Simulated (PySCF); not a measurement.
Ge(Me)(OH) (CH₄GeO), SMILES [CH3][Ge][OH] (connectivity only; charge and spin as stated), neutral, multiplicity 1. Atoms are numbered in the order given.

```xyz
7

Ge     0.4595     0.1138     0.0000
C     -0.5831    -1.5660     0.0000
H     -1.2316    -1.5834    -0.8816
H     -1.2316    -1.5834     0.8816
H      0.0506    -2.4550     0.0000
O     -1.0020     1.1603     0.0000
H     -0.7767     2.0949     0.0000
```

The structure is a stationary point at ωB97X-D3(BJ)/def2-TZVP. The values are those of a single conformer.

All values below come from M06-2X/def2-TZVPD in PySCF.

Symmetry labels are those of the subgroup Cs that the program uses (full group Cs).

Q: List the valence orbital energies around the gap with their symmetry. (An estimate is asked for; the answer gives what the named calculation found.)

A: 
```
orbital  symmetry  energy (eV)
-------  --------  -----------
HOMO−7         A'       -21.21
HOMO−6         A'       -16.17
HOMO−5         A'       -13.37
HOMO−4         A"       -12.64
HOMO−3         A'       -12.46
HOMO−2         A'       -11.02
HOMO−1         A"       -11.00
HOMO           A'        -7.48
LUMO           A"        -1.08
LUMO+1         A'         0.38
LUMO+2         A'         0.68
LUMO+3         A'         1.49
```
